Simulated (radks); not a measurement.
The numbers below are computed, except where a source is named.
Dynamic dipole polarisability and lines of the scandium ion Sc11+, [Ne]. Code: a radial shooting solver on a logarithmic mesh with Libxc functionals. Model: scalar-relativistic Kohn-Sham, LDA (Slater exchange, Perdew-Wang correlation), spin-polarised, spherical densities, finite nucleus; Fermi nuclear charge, rms radius of each element as measured or else 0.836 A^(1/3) + 0.57 fm. Time-dependent linear response with the Hartree and adiabatic LDA kernel, continuum included through the Sternheimer equations, no spin-orbit coupling, so fine structure and intercombination lines are absent. Lines are the poles of the dipole polarisability below minus the highest occupied eigenvalue, found on a grid refined at the orbital gaps; the lowest seven at most are given, and weak or close lines can be missed. The first line takes the name of the lowest orbital gap if no other gap lies below it; otherwise a line is named after a gap within 0.6 % of it, if that gap stands alone.

photon energy (eV)  alpha (bohr^3)
0                          0.01675
10.709                     0.01676
74.966                     0.01710
139.22                     0.01810
203.48                     0.02000
267.74                     0.02355
331.99                     0.03133
396.25                    -0.04061
460.51                     -0.3332
524.77                    -0.01010
589.02                    -0.03763

Lines (eV, oscillator strength): 394.16 (3.146 nm, 2p-3s), f = 0.195; 455.44 (2.722 nm, unassigned), f = 2.22; 499.37 (2.483 nm, 2s-3p), f = 0.397; 521.30 (2.378 nm, 2p-4s), f = 0.0406; 544.58 (2.277 nm, 2p-4d), f = 0.615; 584.07 (2.123 nm, unassigned), f = 0.270; 605.23 (2.049 nm, unassigned), f = 0.144. Higher lines, where found, are left out when the end of the mesh affects them. Those listed give 75 % of the static polarisability (sum of f/w^2). Orbital energy gaps for comparison: 2p-3s 393.07 eV; 2p-3d 448.04 eV; 2s-3p 498.65 eV; 2p-4s 520.90 eV; 2p-4d 541.66 eV.
